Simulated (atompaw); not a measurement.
# How hard is this tungsten PAW (atompaw) potential?

tungsten, PAW, made with atompaw 4.2.0.5 (LDA (PW92), scalar-relativistic). Core [Xe] 4f14, reference 5d4 6s2 6p0. Waves: 6s (bound): rc 2.85 bohr; 6s channel at 0.05 Ry: rc 2.85 bohr; 6p (bound, empty): rc 2.85 bohr; 6p channel at 1.05 Ry: rc 2.85 bohr; 5d (bound): rc 2.70 bohr; 5d channel at 0.7 Ry: rc 2.70 bohr; 5f channel at -0.05 Ry: rc 2.85 bohr; 5f channel at 1.05 Ry: rc 2.40 bohr. Local part: ultrasoft scheme with l = 4 at 1 Ry, radius 2.50 bohr. Core correction: smooth core density matched at 2.50 bohr. Augmentation charge: besselshape compensation charge, radius 2.10 bohr; PAW radius 2.85 bohr; waves and projectors: custom rrkj gramschmidtortho.

The pseudo-atom Hamiltonian at the reference potential is diagonalised in spherical Bessel functions j_l(qr) that vanish at 20 bohr, with q² up to the cutoff. All-electron valence levels (Ry): 6s -0.4339, 6p -0.1075, 5d -0.3439.

How do the lowest levels (Ry) of each channel move with the cutoff, and are there ghosts?

| cutoff (Ry) | s #1 | p #1 | d #1 | d #2 | f #1 | Σ f·Δε (mRy) |
| --- | --- | --- | --- | --- | --- | --- |
| 8 | -0.4338 | -0.1075 | -0.3231 | 0.0629 | 0.1109 | 83.5 |
| 10 | -0.4339 | -0.1075 | -0.3374 | 0.0626 | 0.1109 | 26.1 |
| 12 | -0.4339 | -0.1075 | -0.3424 | 0.0623 | 0.1109 | 6.2 |
| 15 | -0.4339 | -0.1075 | -0.3436 | 0.0622 | 0.1109 | 1.4 |
| 18 | -0.4339 | -0.1075 | -0.3437 | 0.0621 | 0.1109 | 0.9 |
| 21 | -0.4339 | -0.1075 | -0.3438 | 0.0621 | 0.1109 | 0.4 |
| 25 | -0.4339 | -0.1075 | -0.3439 | 0.0621 | 0.1109 | 0.2 |
| 400 | -0.4339 | -0.1075 | -0.3439 | 0.0621 | 0.1109 | 0.0 |

Result: no extra level below or beside the all-electron valence levels (s, p, d, f tested); 10 mRy is reached at 12 Ry and 1 mRy at 18 Ry.
